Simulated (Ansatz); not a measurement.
Mulliken charges of CClFSe (`FC(Cl)=[Se]`) from r2SCAN/def2-TZVPP in Ansatz (PBE0-D4/def2-TZVP geometry).

| atom | x (Å) | y (Å) | z (Å) | charge (e) |
| --- | --- | --- | --- | --- |
| F1 | -0.232 | 0.670 | 1.154 | -0.098 |
| C2 | -0.021 | 0.033 | 0.025 | 0.161 |
| Cl3 | 1.196 | -1.138 | 0.249 | 0.012 |
| Se4 | -0.887 | 0.375 | -1.449 | -0.075 |

Q: By hand: the dipole of these point charges (1 e Å = 4.8032 D).

A: Σ q r = (0.100, -0.102, 0.003) e Å, of length 0.143 e Å = 0.69 D.

Q: How does the dipole of the full density compare? (Best estimate.)

A: Computed: (0.123, -0.097, 0.079) e Å, 0.84 D; the point charges give 0.82 times that, at 27° from its direction.

Point charges leave out the atoms' own dipoles, such as those of lone pairs, and Mulliken's split depends on the basis, so the two needn't agree.
